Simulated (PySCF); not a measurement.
# Basis-set dependence of population analyses: `COB(F)P`

CH5BFOP.
Numbering: `[CH3:1][O:2][B:3]([F:4])[PH2:5]` (hydrogens: H6, H7, H8 on C1; H9, H10 on P5)

PBE0 throughout (PySCF), one geometry, spherical d and f functions. Isolated species at its PBE0-D3(BJ)/def2-SVP geometry (one conformer only). Atoms taken as equivalent share a column and are averaged.

Mulliken charges (e):

| basis | functions | C1 | O2 | B3 | F4 | P5 | H6/H7/H8 | H9/H10 |
| --- | --- | --- | --- | --- | --- | --- | --- | --- |
| pcSseg-0 | 59 | -0.334 | -0.643 | +0.697 | -0.326 | -0.319 | +0.241 | +0.102 |
| 6-31G* | 84 | -0.294 | -0.399 | +0.485 | -0.285 | -0.183 | +0.188 | +0.055 |
| cc-pVDZ | 99 | +0.059 | -0.184 | +0.162 | -0.130 | -0.148 | +0.058 | +0.033 |
| def2-SVP | 99 | +0.106 | -0.241 | +0.155 | -0.137 | -0.083 | +0.058 | +0.013 |
| aug-cc-pVDZ | 164 | +0.922 | -0.430 | +0.727 | -0.348 | -0.981 | -0.189 | +0.339 |
| 6-311+G(2d,p) | 173 | -0.358 | -0.565 | +0.808 | -0.362 | -0.161 | +0.162 | +0.076 |
| def2-TZVP | 191 | -0.219 | -0.229 | +0.371 | -0.253 | -0.239 | +0.135 | +0.081 |
| cc-pVTZ | 224 | -0.104 | -0.159 | +0.244 | -0.205 | -0.141 | +0.096 | +0.038 |
| IGLO-III | 234 | -0.198 | -0.361 | +0.551 | -0.384 | +0.122 | +0.134 | -0.066 |

IAO charges (e):

```tsv
basis	functions	C1	O2	B3	F4	P5	H6/H7/H8	H9/H10
pcSseg-0	59	-0.226	-0.356	+0.386	-0.302	-0.035	+0.157	+0.032
6-31G*	84	-0.205	-0.386	+0.440	-0.324	+0.032	+0.148	-0.001
cc-pVDZ	99	-0.203	-0.378	+0.427	-0.323	+0.022	+0.148	+0.006
def2-SVP	99	-0.194	-0.376	+0.424	-0.322	+0.031	+0.145	+0.001
aug-cc-pVDZ	164	-0.212	-0.388	+0.438	-0.334	+0.018	+0.152	+0.010
6-311+G(2d,p)	173	-0.214	-0.393	+0.439	-0.336	+0.036	+0.153	+0.004
def2-TZVP	191	-0.212	-0.394	+0.446	-0.337	+0.036	+0.152	+0.002
cc-pVTZ	224	-0.213	-0.392	+0.447	-0.336	+0.025	+0.152	+0.005
IGLO-III	234	-0.214	-0.394	+0.443	-0.338	+0.038	+0.153	+0.003
```

Some averages cover members that differ in this geometry, most widely: H6/H7/H8, Mulliken in aug-cc-pVDZ -0.219 to -0.172; H9/H10, Mulliken in aug-cc-pVDZ +0.324 to +0.354 e.

Problem. Which scheme is steadiest as the basis changes?

Solution. Largest range over the bases for any column: IAO 0.07 e, Mulliken 1.28 e. IAO charges move least and Mulliken charges most, counted in e.

Problem. How much do the charges still move between the two largest bases, cc-pVTZ and IGLO-III?

Solution. At most, over all atoms: Mulliken 0.307 e, IAO 0.013 e.

Problem. What do the same runs give for the total energy, the frontier levels and the dipole moment?

Solution. 
```json
{"basis": "pcSseg-0", "energy (Eh)": "-581.1314", "HOMO (eV)": "-7.32", "LUMO (eV)": "0.33", "μ (D)": "2.99"}
{"basis": "6-31G*", "energy (Eh)": "-582.0638", "HOMO (eV)": "-7.31", "LUMO (eV)": "0.62", "μ (D)": "2.22"}
{"basis": "cc-pVDZ", "energy (Eh)": "-582.1027", "HOMO (eV)": "-7.35", "LUMO (eV)": "0.46", "μ (D)": "2.04"}
{"basis": "def2-SVP", "energy (Eh)": "-581.8067", "HOMO (eV)": "-7.35", "LUMO (eV)": "0.42", "μ (D)": "2.11"}
{"basis": "aug-cc-pVDZ", "energy (Eh)": "-582.1208", "HOMO (eV)": "-7.51", "LUMO (eV)": "-0.22", "μ (D)": "1.87"}
{"basis": "6-311+G(2d,p)", "energy (Eh)": "-582.1809", "HOMO (eV)": "-7.53", "LUMO (eV)": "-0.06", "μ (D)": "1.86"}
{"basis": "def2-TZVP", "energy (Eh)": "-582.2045", "HOMO (eV)": "-7.50", "LUMO (eV)": "0.16", "μ (D)": "1.88"}
{"basis": "cc-pVTZ", "energy (Eh)": "-582.1983", "HOMO (eV)": "-7.48", "LUMO (eV)": "0.22", "μ (D)": "1.90"}
{"basis": "IGLO-III", "energy (Eh)": "-582.2094", "HOMO (eV)": "-7.49", "LUMO (eV)": "0.14", "μ (D)": "1.78"}
```

The dipole is fixed by the density alone, so its range of 1.21 D shows that the density itself changes with the basis, not only its division among atoms.
